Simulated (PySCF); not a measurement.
A structure optimised at B3LYP-D3(BJ)/def2-SVP, used in a PySCF frequency run:

```xyz
8

B     -0.3396    -0.0090     0.0000
Cl     0.6299    -1.4994     0.0000
C     -1.9020    -0.1116     0.0000
H     -2.2346    -0.6880     0.8810
H     -2.4225     0.8571     0.0000
H     -2.2346    -0.6880    -0.8810
S      0.6087     1.5221     0.0000
H     -0.4461     2.3699     0.0000
```
Charge 0, spin multiplicity 1.

Problem. Write its SMILES, formula and point group.

Solution. CB(S)Cl, CH₄BClS, Cs

Problem. What are its rotational constants (standard atomic weights)?

Solution. 5.7617, 3.1027, 2.0422 GHz
